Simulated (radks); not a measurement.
Results of a calculation; reference values are marked as such.
Fractional charge and spin in the 5p shell of praseodymium: the spin-up occupation runs from 2 to 3 and the spin-down occupation from 2 to 3; the fullest corner is Pr+, [Kr] 4d10 4f(up 1.5, down 1.5) 5s2 6s(up 0.5, down 0.5) 5p(up 3, down 3). Code: a radial shooting solver on a logarithmic mesh with Libxc functionals. Model: scalar-relativistic Kohn-Sham, BLYP, spin-polarised, spherical densities, finite nucleus; Fermi nuclear charge, rms radius of each element as measured or else 0.836 A^(1/3) + 0.57 fm. Energy (eV) above the fullest corner. The planes named below are the two flat planes that join the four corners, with an edge along up + down = one added electron.

| down \ up | 2 | 2.25 | 2.5 | 2.75 | 3 |
|---|---|---|---|---|---|
| 2 | 76.079 | 64.036 | 52.714 | 42.103 | 32.192 |
| 2.25 | 64.036 | 52.765 | 42.202 | 32.337 | 23.159 |
| 2.5 | 52.714 | 42.202 | 32.386 | 23.254 | 14.792 |
| 2.75 | 42.103 | 32.337 | 23.254 | 14.839 | 7.079 |
| 3 | 32.192 | 23.159 | 14.792 | 7.079 | 0.000 |

Corners above the fullest one (they belong to Pr2+ and the next ion): (up 3, down 2) 32.192 eV, (up 2, down 3) 32.192 eV, (up 2, down 2) 76.079 eV. With half an added electron in each spin the energy lies 0.194 eV from the planes, and with half an added electron in spin up alone -1.421 eV. The planes are only a guide here: the flat-plane condition holds for ground states with one frontier orbital, while this shell lies below other occupied shells, so the corners above the fullest one are inner-hole states and not the ground states of those ions.
